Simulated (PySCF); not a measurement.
3-methylpenta-1,2-diene (C6H10), SMILES C=C=C(C)CC. The structure is a stationary point at TPSSh-D3(BJ)/def2-SVP. Other conformers were not sampled.

Computed equilibrium geometry at TPSSh-D3(BJ)/def2-SVP (PySCF confirms it by a frequency run) as Cartesian coordinates in Å (one conformer of several):
```xyz
16

C      2.5804    -0.4022     0.2601
C      1.3373    -0.0335     0.0557
C      0.0899     0.3413    -0.1405
C     -0.3284     1.0647    -1.4025
C     -0.9832     0.0527     0.8975
C     -2.0314    -0.9641     0.4269
H      3.3008     0.2586     0.7567
H      2.9475    -1.3849    -0.0584
H     -1.0724     0.4774    -1.9668
H     -0.7996     2.0309    -1.1514
H      0.5304     1.2544    -2.0602
H     -1.4862     1.0038     1.1526
H     -0.5031    -0.3112     1.8184
H     -2.7808    -1.1419     1.2142
H     -1.5572    -1.9273     0.1813
H     -2.5674    -0.6133    -0.4691
```
Charge 0, spin multiplicity 1.
